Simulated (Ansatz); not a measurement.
Cost and result for the atomization energy of F2Ga2H3N (`[F][Ga]([F])[NH][GaH2]`) (8 atoms, 7 bonds).

Cartesian coordinates in Å:
```
F -0.555 2.787 1.386
Ga -0.038 1.561 0.262
F 0.759 2.185 -1.154
N -0.297 -0.201 0.528
Ga 0.185 -1.622 -0.545
H -0.774 -0.419 1.392
H -0.197 -3.033 -0.001
H 0.917 -1.257 -1.868
```

Charge 0, multiplicity 1. Correlated methods include outer-core shells of Ga, which these sets cover unevenly. Scalar relativity is left out up to krypton. All single points use the PBE0-D4/def2-TZVP geometry. It is one conformer, not always the lowest. Program: Ansatz. All runs use 4 threads of an Arm Neoverse V2 on a shared host. Times are those of one run each, without the atoms' runs, and a repeat can differ threefold. Electronic energies, without spin–orbit coupling; frozen cores. CCSD(T)/CBS adds CCSD(T) − MP2 in def2-TZVPP to the MP2 limit, and its time is that of the two runs behind it. T1 = 0.014. With those shells the extrapolation isn't a true limit. HSE06 is the plane-wave form, built on full-range PBE exchange.

CCSD(T)/CBS is a level of theory with its own doubt, some kJ/mol a heavy atom from the limit and from the frozen cores, so smaller differences don't rank the functionals.

```csv
level,functions,wall time
LDA (SPW92)/def2-TZVPP,231,1.1 s
revPBE-D4/def2-TZVPP,231,1.9 s
BLYP-D4/def2-TZVPP,231,2 s
BHLYP-D4/def2-TZVPP,231,3.6 s
HSE06-D4/def2-TZVPP,231,3.7 s
r2SCAN-D4/def2-TZVPP (with forces),231,4.7 s
B2PLYP/def2-TZVPP,231,5.5 s
PBE-QIDH/def2-TZVPP,231,6 s
ωB97M-V/def2-TZVPP (with forces),231,12 s
CCSD(T)/def2-SVP,121,12 s
MP2/def2-QZVPP,439,22 s
CCSD(T)/def2-TZVPP,231,3.8 min
CCSD(T)/CBS(def2),–,4.2 min
```

What atomization energy does each give, and how far from CCSD(T)/CBS? (Best estimate.)

The calculation gave: 
| level | atomization (kcal/mol) | difference from CCSD(T)/CBS | per bond |
| --- | --- | --- | --- |
| LDA (SPW92)/def2-TZVPP | 684.5 | 89.9 | 12.8 |
| revPBE-D4/def2-TZVPP | 574.9 | -19.7 | -2.8 |
| BLYP-D4/def2-TZVPP | 582.4 | -12.2 | -1.7 |
| BHLYP-D4/def2-TZVPP | 558.6 | -36.0 | -5.1 |
| HSE06-D4/def2-TZVPP | 579.2 | -15.4 | -2.2 |
| r2SCAN-D4/def2-TZVPP (with forces) | 589.9 | -4.7 | -0.7 |
| B2PLYP/def2-TZVPP | 582.0 | -12.6 | -1.8 |
| PBE-QIDH/def2-TZVPP | 584.3 | -10.3 | -1.5 |
| ωB97M-V/def2-TZVPP (with forces) | 585.5 | -9.1 | -1.3 |
| CCSD(T)/def2-SVP | 553.4 | -41.2 | -5.9 |
| MP2/def2-QZVPP | 610.4 | 15.8 | 2.3 |
| CCSD(T)/def2-TZVPP | 580.8 | -13.8 | -2.0 |
| CCSD(T)/CBS(def2) | 594.6 | 0.0 | 0.0 |

At CCSD(T), def2-SVP lies −41.2 kcal/mol from the extrapolated value and def2-TZVPP −13.7 kcal/mol: correlation converges slowly with the basis, and small sets miss more of it in the bonded molecule than in its fragments. From PBE to PBE0 (25 % exact exchange), in def2-TZVPP and without D4, the atomization energy moves by −15.6 kcal/mol: exact exchange takes away binding that semilocal exchange gives to molecules. In def2-TZVPP, CCSD(T) changes the Hartree–Fock value by +180.1 kcal/mol (the triples alone add +11.4 kcal/mol) and MP2 by +201.0 kcal/mol; breaking electron pairs costs correlation energy, which Hartree–Fock lacks.
